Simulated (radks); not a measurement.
Fe, 26 electrons, occupied as [Ar] 3d6 4s2. All-electron calculation, non-relativistic Kohn-Sham, LB94 model potential, spin-polarised, spherical densities, point nucleus; open shells are filled with parallel spins first. Program: a radial shooting solver on a logarithmic mesh with Libxc functionals.

Normalised radial functions P(r) = r R(r), r in bohr:

r	3d up	3d down	4s up
0.005726	0.0000	0.0000	0.0423
0.007516	0.0001	0.0001	0.0529
0.009866	0.0001	0.0001	0.0651
0.01295	0.0003	0.0003	0.0783
0.017	0.0007	0.0007	0.0913
0.02231	0.0015	0.0015	0.1020
0.02929	0.0032	0.0032	0.1068
0.03844	0.0067	0.0067	0.1007
0.05045	0.0137	0.0137	0.0780
0.06623	0.0275	0.0274	0.0341
0.08693	0.0531	0.0530	-0.0310
0.1141	0.0984	0.0983	-0.1070
0.1486	0.1708	0.1706	-0.1685
0.195	0.2841	0.2837	-0.1843
0.256	0.4393	0.4383	-0.1193
0.336	0.6217	0.6194	0.0285
0.441	0.7938	0.7880	0.2041
0.5789	0.9094	0.8991	0.3064
0.7598	0.9322	0.9216	0.2466
0.9973	0.8520	0.8465	0.0148
1.309	0.6912	0.6923	-0.3003
1.718	0.4915	0.4966	-0.5601
2.255	0.3010	0.3091	-0.6590
2.96	0.1554	0.1667	-0.5846
3.886	0.0650	0.0755	-0.4023
5.1	0.0205	0.0268	-0.2083
6.695	0.0044	0.0068	-0.0756
8.787	0.0006	0.0011	-0.0175

3d up: eigenvalue -15.000 eV, 0 radial nodes, <r> = 1.08 bohr, 90 % of the charge inside 1.87 bohr. 3d down: eigenvalue -12.384 eV, 0 radial nodes, <r> = 1.10 bohr, 90 % of the charge inside 1.91 bohr. 4s up: eigenvalue -9.754 eV, 3 radial nodes at r = 0.0771, 0.321, 1.01 bohr, <r> = 2.78 bohr, 90 % of the charge inside 4.22 bohr.
